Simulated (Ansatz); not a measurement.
System: CoCl2, charge 0, multiplicity 4. The spin state was set by rule; other spins were not relaxed. SMILES: [Cl][Co][Cl]
Structure (B3LYP-D3(BJ)/def2-TZVP (Ansatz, an electronic-structure program) minimum search):
```
Co
Cl 1 2.0986
Cl 1 2.0986 2 180.00
```
Charge 0, spin multiplicity 4.

Wanted: atomisation energy (electronic, to ground-state atoms), in kcal/mol. Correlated levels leave the core frozen unless marked. Open shells are spin-unrestricted. No spin-orbit coupling. The frozen core is the preceding noble-gas configuration, with the filled d and f shells of earlier blocks. Non-relativistic. The coupled-cluster limit lacks core correlation, which all-electron functionals hold. CBS(X,Y): correlation extrapolated as X^-3; Hartree-Fock from the larger set. The bracket is a focal-point correction in the basis named.

| level | program | atomisation energy (kcal/mol) |
|---|---|---|
| HF/def2-SVPD | Ansatz | 136.1 |
| HF/def2-TZVPPD | Ansatz | 134.8 |
| revPBE-D4/def2-TZVPD | Ansatz + dftd4 | 181.2 |
| revPBE/def2-TZVPD | Ansatz | 177.6 |
| r2SCAN-D4/def2-TZVPD | Ansatz + dftd4 | 190.8 |
| B97M-V/def2-TZVPD | Ansatz | 188.9 |
| B3LYP-D4/def2-TZVPD | Ansatz + dftd4 | 178.1 |
| PBE0/STO-3G | Ansatz | 208.3 |
| PBE0-D3(BJ)/def2-TZVPD | Ansatz + dftd3 | 184.6 |
| BHLYP-D3(BJ)/def2-TZVPD | Ansatz + dftd3 | 169.2 |
| CAM-B3LYP-D3(BJ)/def2-TZVPD | Ansatz + dftd3 | 180.4 |
| CAM-B3LYP/def2-TZVPD | Ansatz | 178.9 |
| wB97X/def2-TZVPD | Ansatz | 186.7 |
| RPA@PBE/def2-QZVPP | Ansatz | 161.8 |
| MP2/def2-SVP | Ansatz | 165.2 |
| SCS-MP2/def2-SVP | Ansatz | 158.3 |
| CCSD/def2-SVPD | Ansatz | 166.4 |
| CCSD(T)/STO-3G | Ansatz | 143.5 |
| CCSD(T)/def2-SVPD | Ansatz | 170.3 |
| RI-MP2/CBS(def2-TZVPP,def2-QZVPP)+[CCSD(T)-MP2]/def2-TZVPP | Ansatz | 181.9 |
| RI-MP2/CBS(def2-TZVPPD,def2-QZVPPD)+[CCSD(T)-MP2]/def2-TZVPPD | Ansatz | 181.7 |
